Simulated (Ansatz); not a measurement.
Geometry optimisation, Ansatz, UKS PBE-D4/STO-3G.

The input (input.yaml):

```yaml
crystal:
  periodic: [false, false, false]
  atoms:
    - { symbol: C, position_ang: [2.3517, -1.4383, 1.5175] }
    - { symbol: C, position_ang: [1.2601, -0.4478, 0.8632] }
    - { symbol: Si, position_ang: [-0.0515, 0.6654, 0.0514] }
    - { symbol: "N", position_ang: [-1.0734, -0.2152, -0.855] }
    - { symbol: H, position_ang: [0.6077, 1.6143, -0.8913] }
    - { symbol: H, position_ang: [-0.8055, 1.4134, 1.0797] }
    - { symbol: H, position_ang: [-0.6306, -0.7567, -1.5617] }
    - { symbol: H, position_ang: [-1.5664, -0.8922, -0.2596] }
magnetization:
  spin_polarized: true
  initial_magnetization: 1
basis:
  gaussian: { orbitals: STO-3G }
hamiltonian:
  xc: pbe
  dispersion: d4
relax:
  f_tol: 0.02
  max_steps: 40
```

Command:

```bash
$ ansatz run input.yaml --threads 1 --pin off --max-ram 2048MiB --backend cpu --events-out ev --progress --plain --runs-dir out
```

Where does it end, and by what steps?

It converged. Limits of this set-up: minimal basis. After 8 steps the energy has fallen by 3.173 eV; C1 moved furthest, 0.38 Å.

```
step  energy less start (eV)  largest force component (eV/Å)  accepted
   0                  0.0000                           6.073       yes
   1                 -2.3047                           5.382       yes
   2                 -1.1615                          19.410        no
   3                 -3.0243                           2.659       yes
   4                 -3.1532                           0.262       yes
   5                 -3.1625                           0.147       yes
   6                 -3.1700                           0.100       yes
   7                 -3.1724                           0.035       yes
   8                 -3.1727                           0.014       yes
```

```xyz
8
Properties=species:S:1:pos:R:3
C 2.181 -1.109 1.444
C 1.275 -0.500 0.856
Si 0.065 0.641 0.107
N -1.138 -0.243 -0.872
H 0.736 1.569 -0.795
H -0.677 1.345 1.145
H -0.684 -0.804 -1.644
H -1.667 -0.956 -0.297
```

Run time: 29 s on 1 thread of Arm Neoverse V2, on a shared host, peak memory 0.13 GiB.
